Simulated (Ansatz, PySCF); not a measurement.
The molecule CrMo, closed-shell singlet (the spin of the measured ground state). No spin–orbit coupling. Cr is treated without relativity. The T1 diagnostic near the minimum is 0.068, so single-reference values are doubtful.

Constants: fifth-degree fit in 1/R to seven points, most abundant isotopes. In def2 and cc sets the state is the lowest found near the PBE0 minimum, followed along R. The singlet is held restricted.

Programs: Ansatz (an electronic-structure program) with Gaussian orbitals; PySCF for LANL2DZ rows. Values without a source in brackets are computed. In def2 rows elements past Kr take small-core potentials, without spin–orbit coupling.

| level | r_e (Å) | ω_e (cm⁻¹) | B_e (cm⁻¹) | α_e (cm⁻¹) | D_e (eV) | dipole (D) |
|---|---|---|---|---|---|---|
| SVWN5/def2-TZVPP | 1.743 | 701 | 0.164 | 0.00055 | 4.22 | 0.24 |
| PBE/def2-TZVPP | 1.764 | 666 | 0.160 | 0.00055 | 2.42 | 0.15 |
| r2SCAN/def2-TZVPP | 1.742 | 702 | 0.164 | 0.00055 | 0.06 | 0.16 |
| B97M-V/def2-TZVPP | 1.738 | 696 | 0.164 | 0.00058 | -0.43 | 0.00 |
| B3LYP/LANL2DZ | 1.803 | 694 | 0.153 | 0.00048 | - | 0.01 |
| B3LYP/def2-TZVPP | 1.736 | 717 | 0.165 | 0.00053 | 0.34 | 0.12 |
| PBE0/def2-TZVPP | 1.717 | 746 | 0.168 | 0.00053 | -1.12 | 0.14 |
| BHLYP/def2-TZVPP | 1.768 | 576 | 0.159 | 0.00051 | -3.34 | 0.03 |
| CAM-B3LYP/def2-TZVPP | 1.708 | 775 | 0.170 | 0.00051 | -0.73 | 0.18 |

D_e counts from each atom's lowest state at the same level, without counterpoise or zero-point energy.

Rows in LANL2DZ carry no dispersion term and start afresh at each structure. LANL2DZ brings its own core potentials from Na on.

Measured for the ground state: r_e 1.8182 Å [Morse and co-workers].
